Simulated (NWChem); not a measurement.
The numbers come from NWChem runs, not from measurements. System: F2Si, charge 0, spin multiplicity 1, at a geometry optimised with PBE/def2-SVP. The structure started from a generated list of species. Level: G0W0@PBE/def2-TZVPP, RI basis def2-tzvpp-rifit.

The NWChem input:

```
start mol
memory heap 200 mb stack 700 mb global 1700 mb
geometry units angstroms nocenter noautoz
  Si     0.000000     0.000000     0.590612
  F     -1.266018     0.000000    -0.459365
  F      1.266018     0.000000    -0.459365
  symmetry group C2v
end
basis spherical
  * library def2-tzvpp
end
basis "ri basis" bse spherical
  * library def2-tzvpp-rifit
end
dft
  xc xpbe96 cpbe96
  iterations 100
  direct
  tolerances tight
end
task dft energy
gw
  states alpha occ 4 vir 2
end
task dft gw
```

Output (cleaned and shortened):

```
             Northwest Computational Chemistry Package (NWChem) 7.3.0
             --------------------------------------------------------

                                NWChem Input Module
                                -------------------

 Scaling coordinates for geometry "geometry" by  1.889725989
 (inverse scale =  0.529177249)

 Turning off AUTOSYM since
 SYMMETRY directive was detected!

                             Geometry "geometry" -> ""
                             -------------------------

 Output coordinates in angstroms (scale by  1.889725989 to convert to a.u.)

  No.       Tag          Charge          X              Y              Z
 ---- ---------------- ---------- -------------- -------------- --------------
    1 Si                  14.0000     0.00000000     0.00000000     0.59061200
    2 F                    9.0000    -1.26601800     0.00000000    -0.45936500
    3 F                    9.0000     1.26601800     0.00000000    -0.45936500

 Effective nuclear repulsion energy (a.u.)      98.0054281715

            Nuclear Dipole moment (a.u.)
            ----------------------------
        X                 Y               Z
 ---------------- ---------------- ----------------
     0.0000000000     0.0000000000    -0.0000037795

      Symmetry information
      --------------------

 Group name             C2v
 Group number             16
 Group order               4
 No. of unique centers     2

      Symmetry unique atoms

     1    2


 Summary of "ao basis" -> "" (spherical)
 ------------------------------------------------------------------------------
       Tag                 Description            Shells   Functions and Types
 ---------------- ------------------------------  ------  ---------------------
 *                         def2-tzvpp                 on all atoms

 new library libraries.bse/

 Summary of "ri basis" -> "" (spherical)
 ------------------------------------------------------------------------------
       Tag                 Description            Shells   Functions and Types
 ---------------- ------------------------------  ------  ---------------------
 *                      def2-tzvpp-rifit              on all atoms

  pbe96 is a nonlocal functional; adding pw91lda local functional.

                                 NWChem DFT Module
                                 -----------------

 Summary of "ao basis" -> "ao basis" (spherical)
 ------------------------------------------------------------------------------
       Tag                 Description            Shells   Functions and Types
 ---------------- ------------------------------  ------  ---------------------
 Si                        def2-tzvpp               14       42   5s5p3d1f
 F                         def2-tzvpp               11       31   5s3p2d1f

 Summary of "ao basis" -> "ao basis" (spherical)
 ------------------------------------------------------------------------------
       Tag                 Description            Shells   Functions and Types
 ---------------- ------------------------------  ------  ---------------------
 Si                        def2-tzvpp               14       42   5s5p3d1f
 F                         def2-tzvpp               11       31   5s3p2d1f

      Symmetry analysis of basis
      --------------------------

        a1         39
        a2         14
        b1         31
        b2         20

            General Information
            -------------------
          SCF calculation type: DFT
          Wavefunction type:  closed shell.
          No. of atoms     :     3
          No. of electrons :    32
           Alpha electrons :    16
            Beta electrons :    16
          Charge           :     0
          Spin multiplicity:     1
          Use of symmetry is: on ; symmetry adaption is: on
          Maximum number of iterations: 100
          This is a Direct SCF calculation.
          AO basis - number of functions:   104
                     number of shells:    36
          Convergence on energy requested:  1.00D-06
          Convergence on density requested:  1.00D-05
          Convergence on gradient requested:  5.00D-04

              XC Information
              --------------
          PerdewBurkeErnzerhof Exchange Functional  1.000
            Perdew 1991 LDA Correlation Functional  1.000 local
           PerdewBurkeErnz. Correlation Functional  1.000 non-local

             Grid Information
             ----------------
          Grid used for XC integration:  medium
          Radial quadrature: Mura-Knowles
          Angular quadrature: Lebedev.
          Tag              B.-S. Rad. Rad. Pts. Rad. Cut. Ang. Pts.
          ---              ---------- --------- --------- ---------
          Si                  1.10       88           6.0       590
          F                   0.50       49           7.0       434
          Grid pruning is: on
          Number of quadrature shells:   137
          Spatial weights used:  Erf1

          Convergence Information
          -----------------------
          Convergence aids based upon iterative change in
          total energy or number of iterations.
          Levelshifting, if invoked, occurs when the
          HOMO/LUMO gap drops below (HL_TOL):  1.00D-02
          DIIS, if invoked, will attempt to extrapolate
          using up to (NFOCK): 10 stored Fock matrices.

                    Damping( 0%)  Levelshifting(0.5)       DIIS
                  --------------- ------------------- ---------------
          dE  on:    start            ASAP                start
          dE off:    2 iters        100 iters           100 iters
[...]
      ------------------------------

 Total energy =    -487.795367
 1-e energy   =    -873.957552
 2-e energy   =     288.156757
 HOMO         =      -0.321825
 LUMO         =      -0.031995

      Symmetry analysis of molecular orbitals - initial
      -------------------------------------------------

  Numbering of irreducible representations:

     1 a1          2 a2          3 b1          4 b2

  Orbital symmetries:

     1 a1          2 a1          3 b1          4 a1          5 b1
     6 a1          7 b2          8 a1          9 b1         10 a1
    11 b1         12 a1         13 b2         14 a2         15 b1
    16 a1         17 b2         18 b1         19 a1         20 a1
    21 b2         22 b1         23 a1         24 b2         25 a2
    26 a1

   convergence    iter        energy       DeltaE   RMS-Dens  Diis-err    time
 ---------------- ----- ----------------- --------- --------- ---------  ------
 d= 0,ls=0.0,diis     1   -488.9251532079 -5.87D+02  1.36D-02  1.34D+00     1.2
 d= 0,ls=0.0,diis     2   -488.3888752754  5.36D-01  8.54D-03  7.50D+00     2.0
 d= 0,ls=0.0,diis     3   -489.0384287956 -6.50D-01  1.02D-03  2.60D-02     2.8
 d= 0,ls=0.0,diis     4   -489.0397616756 -1.33D-03  5.09D-04  2.80D-03     3.6
 d= 0,ls=0.0,diis     5   -489.0400549729 -2.93D-04  5.10D-05  7.20D-05     4.4
 d= 0,ls=0.0,diis     6   -489.0400602743 -5.30D-06  5.46D-06  2.16D-06     5.2
 d= 0,ls=0.0,diis     7   -489.0400603965 -1.22D-07  1.15D-06  1.28D-07     6.0

         Total DFT energy =     -489.040060396508
      One electron energy =     -875.263796428237
           Coulomb energy =      329.720018863159
    Exchange-Corr. energy =      -41.501711002883
 Nuclear repulsion energy =       98.005428171454

 Numeric. integr. density =       32.000000141562

     Total iterative time =      5.6s

                  Occupations of the irreducible representations
                  ----------------------------------------------

                     irrep           alpha         beta
                     --------     --------     --------
                     a1                8.0          8.0
                     a2                1.0          1.0
                     b1                5.0          5.0
                     b2                2.0          2.0

                       DFT Final Molecular Orbital Analysis
                       ------------------------------------

 Vector   14  Occ=2.000000D+00  E=-3.774454D-01  Symmetry=a2
              MO Center= -7.8D-14,  7.6D-15, -4.2D-01, r^2= 2.1D+00
   Bfn.  Coefficient  Atom+Function         Bfn.  Coefficient  Atom+Function
  ----- ------------  ---------------      ----- ------------  ---------------
    49      0.354007  2 F  py                80     -0.354007  3 F  py
    52      0.283889  2 F  py                83     -0.283889  3 F  py
    55      0.187684  2 F  py                86     -0.187684  3 F  py
    26     -0.050747  1 Si d -2              31     -0.050079  1 Si d -2
    37      0.026497  1 Si f -2

 Vector   15  Occ=2.000000D+00  E=-3.605242D-01  Symmetry=b1
              MO Center=  2.3D-14, -7.2D-15, -4.0D-01, r^2= 2.1D+00
   Bfn.  Coefficient  Atom+Function         Bfn.  Coefficient  Atom+Function
  ----- ------------  ---------------      ----- ------------  ---------------
    48      0.294177  2 F  px                79      0.294177  3 F  px
    51      0.234374  2 F  px                82      0.234374  3 F  px
    50     -0.210659  2 F  pz                81      0.210659  3 F  pz
    53     -0.171443  2 F  pz                84      0.171443  3 F  pz
    54      0.151668  2 F  px                85      0.151668  3 F  px

 Vector   16  Occ=2.000000D+00  E=-2.667520D-01  Symmetry=a1
              MO Center=  1.0D-15,  1.5D-15,  8.0D-01, r^2= 2.1D+00
   Bfn.  Coefficient  Atom+Function         Bfn.  Coefficient  Atom+Function
  ----- ------------  ---------------      ----- ------------  ---------------
     5      0.530425  1 Si s                  4      0.473609  1 Si s
     3     -0.279608  1 Si s                 17      0.251113  1 Si pz
    50     -0.184714  2 F  pz                81     -0.184714  3 F  pz
    53     -0.147419  2 F  pz                84     -0.147419  3 F  pz
    56     -0.113146  2 F  pz                87     -0.113146  3 F  pz

 Vector   17  Occ=0.000000D+00  E=-1.158486D-01  Symmetry=b2
              MO Center= -2.6D-16,  5.2D-18,  6.6D-01, r^2= 2.6D+00
   Bfn.  Coefficient  Atom+Function         Bfn.  Coefficient  Atom+Function
  ----- ------------  ---------------      ----- ------------  ---------------
    16      0.547790  1 Si py                19      0.460283  1 Si py
     7     -0.170732  1 Si py                13      0.170226  1 Si py
    49     -0.155243  2 F  py                80     -0.155243  3 F  py
    55     -0.133405  2 F  py                86     -0.133405  3 F  py
    52     -0.118990  2 F  py                83     -0.118990  3 F  py

 Vector   18  Occ=0.000000D+00  E=-2.486227D-02  Symmetry=b1
              MO Center=  3.3D-15, -2.6D-15,  9.5D-01, r^2= 3.5D+00
   Bfn.  Coefficient  Atom+Function         Bfn.  Coefficient  Atom+Function
  ----- ------------  ---------------      ----- ------------  ---------------
    18      0.787296  1 Si px                15      0.323259  1 Si px
    34     -0.186546  1 Si d  1              47      0.181750  2 F  s
    78     -0.181750  3 F  s                 12      0.145891  1 Si px
    50      0.130186  2 F  pz                81     -0.130186  3 F  pz
     6     -0.122806  1 Si px                29     -0.107594  1 Si d  1

 Vector   19  Occ=0.000000D+00  E= 1.075133D-03  Symmetry=a1
              MO Center= -2.3D-14, -5.3D-15,  4.2D-01, r^2= 3.9D+00
   Bfn.  Coefficient  Atom+Function         Bfn.  Coefficient  Atom+Function
  ----- ------------  ---------------      ----- ------------  ---------------
    20      0.837213  1 Si pz                 5     -0.585567  1 Si s
    47      0.342071  2 F  s                 78      0.342071  3 F  s
    17      0.329885  1 Si pz                54      0.162067  2 F  px
    85     -0.162067  3 F  px                 4     -0.151468  1 Si s
    35      0.147346  1 Si d  2              48      0.127986  2 F  px

 center of mass
 --------------
 x =   0.00000000 y =   0.00000000 z =  -0.02666404

 moments of inertia (a.u.)
 ------------------
          63.435633835790           0.000000000000           0.000000000000
           0.000000000000         280.918203286829           0.000000000000
           0.000000000000           0.000000000000         217.482569451039

     Multipole analysis of the density
     ---------------------------------

     L   x y z        total         alpha         beta         nuclear
     -   - - -        -----         -----         ----         -------
     0   0 0 0     -0.000000    -16.000000    -16.000000     32.000000

     1   1 0 0     -0.000000     -0.000000     -0.000000      0.000000
     1   0 1 0     -0.000000     -0.000000     -0.000000      0.000000
     1   0 0 1      0.499012      0.249508      0.249508     -0.000004

     2   2 0 0    -18.553722    -60.790228    -60.790228    103.026735
     2   1 1 0     -0.000000     -0.000000     -0.000000      0.000000
     2   1 0 1     -0.000000     -0.000000     -0.000000      0.000000
     2   0 2 0    -14.895887     -7.447944     -7.447944      0.000000
     2   0 1 1      0.000000      0.000000      0.000000      0.000000
     2   0 0 2    -17.198631    -24.100961    -24.100961     31.003292

 Task  times  cpu:        6.0s     wall:        6.0s

                                NWChem Input Module
                                -------------------

                                 NWChem GW Module
                                 ----------------

                             ***********************
                             ***        GW       ***
                             ***********************

 Summary of "ri basis" -> "ri basis" (spherical)
 ------------------------------------------------------------------------------
       Tag                 Description            Shells   Functions and Types
 ---------------- ------------------------------  ------  ---------------------
 Si                     def2-tzvpp-rifit            33      123   11s8p7d5f2g
 F                      def2-tzvpp-rifit            22       76   8s6p4d3f1g

                 Memory Information
                 ------------------
          Available GA per process is          1699.9 MBs
          Available stack per process is        700.0 MBs
          Available heap per process is           0.0 MBs

          Peak memory in Initialization
              Peak GA per process is                  4.6 MBs
              Peak stack per process is               0.1 MBs
              Peak heap per process is                4.9 MBs
              Memory not in MA per process            0.0 MBs

          Peak memory in AFF Calculation
              Peak GA per process is                 21.9 MBs
              Peak stack per process is              15.1 MBs
              Peak heap per process is                0.0 MBs
              Memory not in MA per process           15.1 MBs

          Computing 2-center integrals
          Computing Inverse Cholesky factor
          Computing 3-center integrals
          Computing V_xc ...

          Computing Sigma_x
          Computing RPA polarizability
          Solving quasiparticle equations

                  Alpha Orbitals
          State     Energy (eV)     Error (eV)
          -----------------------------------
@GW        13        -14.690           0.002
@GW        14        -14.013           0.003
@GW        15        -13.781           0.003
@GW        16        -10.837           0.002
@GW        17         -0.044           0.002
@GW        18          2.229           0.002

   Applying  -3.5778 eV scissor-shift to rest of particle states

   Applying   3.1080 eV scissor-shift to rest of hole states

     GW Timing Statistics
   ------------------------
   Init.   :          0.1s
     ERIs  :          0.9s
     Distr.:          0.0s
     Vxc   :          0.1s
   Sigma_x :          0.0s
   RPA     :          0.7s
   Wmn     :          0.0s
   Sigma_c :          0.0s
   GW total:          1.9s

 Task  times  cpu:        1.9s     wall:        1.9s

 Total times  cpu:        7.9s     wall:        7.9s
```
